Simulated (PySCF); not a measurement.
C3H7O (SMILES C[CH-]OC), charge -1, singlet, at a GFN2-xTB geometry (in this run its highest filled SCF level lies above zero, so its values depend strongly on the basis, on diffuse functions most of all); DF-M06L/pcseg-1 (PySCF).

Here is a job for PySCF.
```python
from pyscf import gto, scf, dft

mol = gto.M(
    atom='''
O     0.27524919   -0.58420743   -0.62303532
C     0.09401883    0.90333784   -0.29403238
C     1.02460482   -1.20359562    0.34229042
C    -1.27934567    1.02284955    0.39588235
H    -0.06509560    1.31189351   -1.33559503
H     1.24877528   -2.23160334    0.01033964
H     1.98223373   -0.68204747    0.53292018
H     0.50182452   -1.27623020    1.31766778
H    -2.14125770    0.55895431   -0.13156786
H    -1.24810032    0.57100939    1.39663175
H    -1.51604143    2.08613261    0.52904382
''',
    basis='pcseg-1',
    charge=-1,
    verbose=4,
)

mf = dft.RKS(mol)
mf.xc = 'm06l'
mf.grids.radi_method = dft.radi.mura_knowles
mf = mf.density_fit(auxbasis='def2-universal-jkfit')
mf.kernel()
```

Output, abridged:

```
PySCF version 2.14.0

[INPUT] verbose = 4
[INPUT] num. atoms = 11
[INPUT] num. electrons = 34
[INPUT] charge = -1
[INPUT] spin (= nelec alpha-beta = 2S) = 0
[INPUT] symmetry False subgroup None
[INPUT] Mole.unit = angstrom
[INPUT] Symbol           X                Y                Z      unit          X                Y                Z       unit  Magmom
[INPUT]  1 O      0.275249190000  -0.584207430000  -0.623035320000 AA    0.520145585108  -1.103992042636  -1.177366120731 Bohr   0.0
[INPUT]  2 C      0.094018830000   0.903337840000  -0.294032380000 AA    0.177669839252   1.707061115556  -0.555640669954 Bohr   0.0
[INPUT]  3 C      1.024604820000  -1.203595620000   0.342290420000 AA    1.936222495709  -2.274466086526   0.646835148862 Bohr   0.0
[INPUT]  4 C     -1.279345670000   1.022849550000   0.395882350000 AA   -2.417612934948   1.932905516135   0.748109219049 Bohr   0.0
[INPUT]  5 H     -0.065095600000   1.311893510000  -1.335595030000 AA   -0.123012855914   2.479119438494  -2.523908820030 Bohr   0.0
[INPUT]  6 H      1.248775280000  -2.231603340000   0.010339640000 AA    2.359843270327  -4.217119131265   0.019539087827 Bohr   0.0
[INPUT]  7 H      1.982233730000  -0.682047470000   0.532920180000 AA    3.745878864575  -1.288882922253   1.007073186454 Bohr   0.0
[INPUT]  8 H      0.501824520000  -1.276230200000   1.317667780000 AA    0.948310905391  -2.411725549899   2.490031227364 Bohr   0.0
[INPUT]  9 H     -2.141257700000   0.558954310000  -0.131567860000 AA   -4.046390615116   1.056270562045  -0.248627222195 Bohr   0.0
[INPUT] 10 H     -1.248100320000   0.571009390000   1.396631750000 AA   -2.358567780782   1.079051361655   2.639251504372 Bohr   0.0
[INPUT] 11 H     -1.516041430000   2.086132610000   0.529043820000 AA   -2.864903096194   3.942219292424   0.999747927694 Bohr   0.0

nuclear repulsion = 123.844103395273
number of shells = 26
number of NR pGTOs = 149
number of NR cGTOs = 91
basis = pcseg-1
ecp = {}

******** <class 'pyscf.df.df_jk.DFRKS'> ********
method = DFRKS
initial guess = minao
damping factor = 0
level_shift factor = 0
DIIS = <class 'pyscf.scf.diis.CDIIS'>
diis_start_cycle = 1
diis_space = 8
diis_damp = 0
SCF conv_tol = 1e-09
SCF conv_tol_grad = None
SCF max_cycles = 50
direct_scf = False
XC library pyscf.dft.libxc version 7.1.2
    S. Lehtola, C. Steigemann, M. J. T. Oliveira, and M. A. L. Marques,  SoftwareX 7, 1–5 (2018)
XC functionals = m06l
    Y. Zhao and D. G. Truhlar,  J. Chem. Phys. 125, 194101 (2006)
    Y. Zhao and D. G. Truhlar,  J. Chem. Phys. 125, 194101 (2006)
    Y. Zhao and D. G. Truhlar,  Theor. Chem. Acc. 120, 215 (2008)
radial grids: Mura-Knowles [JCP 104, 9848 (1996); DOI:10.1063/1.471749] log3 quadrature radial grids
becke partition: Becke, JCP 88, 2547 (1988); DOI:10.1063/1.454033
pruning grids: <function nwchem_prune>
grids dens level: 3
symmetrized grids: False
atomic radii adjust function: <function treutler_atomic_radii_adjust>
small_rho_cutoff = 0
Set gradient conv threshold to 3.16228e-05
Initial guess from minao.
tot grids = 119696
init E= -193.556213156508
  HOMO = -0.224682515645823  LUMO = 0.0103123836655774  gap/eV = 6.39454
cycle= 1 E= -193.433460513129  delta_E= 0.123  |g|= 0.747  |ddm|= 3.04
  HOMO = 0.232378435557437  LUMO = 0.263014762351786  gap/eV = 0.83366
cycle= 2 E= -192.847985186583  delta_E= 0.585  |g|= 1.67  |ddm|= 6.91
  HOMO = 0.0900088303458242  LUMO = 0.234688067351131  gap/eV = 3.93692
cycle= 3 E= -193.574772594191  delta_E= -0.727  |g|= 0.183  |ddm|= 6.25
  HOMO = 0.102721771439252  LUMO = 0.230105205223575  gap/eV = 3.46628
cycle= 4 E= -193.581410079976  delta_E= -0.00664  |g|= 0.0942  |ddm|= 0.288
  HOMO = 0.105509008253014  LUMO = 0.237848109693176  gap/eV = 3.60113
cycle= 5 E= -193.583547678373  delta_E= -0.00214  |g|= 0.0112  |ddm|= 0.0983
  HOMO = 0.10440687013881  LUMO = 0.239307013024203  gap/eV = 3.67082
cycle= 6 E= -193.583569015876  delta_E= -2.13e-05  |g|= 0.00709  |ddm|= 0.0276
  HOMO = 0.105192265098017  LUMO = 0.239430959901433  gap/eV = 3.65282
cycle= 7 E= -193.583580084139  delta_E= -1.11e-05  |g|= 0.00212  |ddm|= 0.0103
  HOMO = 0.104982801099885  LUMO = 0.239415740817341  gap/eV = 3.65811
cycle= 8 E= -193.583581135601  delta_E= -1.05e-06  |g|= 0.000385  |ddm|= 0.00297
  HOMO = 0.105021503049438  LUMO = 0.239414734163813  gap/eV = 3.65703
cycle= 9 E= -193.58358117232  delta_E= -3.67e-08  |g|= 0.000146  |ddm|= 0.000878
  HOMO = 0.105013956691057  LUMO = 0.239409192267531  gap/eV = 3.65708
cycle= 10 E= -193.583581177578  delta_E= -5.26e-09  |g|= 4e-05  |ddm|= 0.000186
  HOMO = 0.105015422190831  LUMO = 0.239411227751482  gap/eV = 3.65710
cycle= 11 E= -193.583581177998  delta_E= -4.2e-10  |g|= 6.92e-06  |ddm|= 5.79e-05
  HOMO = 0.105013066862329  LUMO = 0.239411112994281  gap/eV = 3.65716
Extra cycle  E= -193.583581177986  delta_E= 1.23e-11  |g|= 1.07e-05  |ddm|= 3.23e-05
converged SCF energy = -193.583581177986
```
